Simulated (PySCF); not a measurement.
C₂H₄ClNSi, SMILES C1[Si@@H](CN=1)Cl.

Coordinates come from a PBE0-D3(BJ)/def2-SVP optimisation. The structure was generated by enumeration; whether it is a known compound was not checked.

Calculation: PBE0-D3(BJ)/def2-SVP in PySCF.

Frequencies are harmonic and unscaled.

```
mode  ν (cm⁻¹)  IR (km/mol)    moving atoms (share of kinetic energy)
----  --------  -----------  ----------------------------------------
1          104         10.2                  N 36 %, Si 29 %, Cl 25 %
2          185          4.5          C 36 %, Si 23 %, H 20 %, Cl 18 %
3          344          4.9           C 34 %, H 30 %, N 21 %, Cl 14 %
4          459         11.4  Si 29 %, Cl 26 %, H 19 %, C 16 %, N 11 %
5          612        105.2   Si 52 %, Cl 18 %, C 11 %, H 11 %, N 8 %
6          638          9.1                            H 61 %, C 31 %
7          719         29.4                   H 56 %, C 24 %, Si 18 %
8          744         70.1                   H 60 %, Si 20 %, C 15 %
9          824        103.6                    H 57 %, C 27 %, N 12 %
10         856         39.5           H 49 %, C 22 %, N 18 %, Si 10 %
11         916          6.4                            H 82 %, C 18 %
12         978         17.4                    C 61 %, N 25 %, H 10 %
13        1137          8.8                             H 85 %, C 9 %
14        1180          3.1                            H 70 %, C 28 %
15        1271         10.2                    H 67 %, C 20 %, N 12 %
16        1416          4.1                             H 91 %, C 8 %
17        1648         11.3                            C 50 %, N 47 %
18        2233        120.8                                    H 96 %
19        3090          8.0                                    H 95 %
20        3152          1.5                            H 90 %, C 10 %
21        3170         13.3                             H 91 %, C 9 %
```
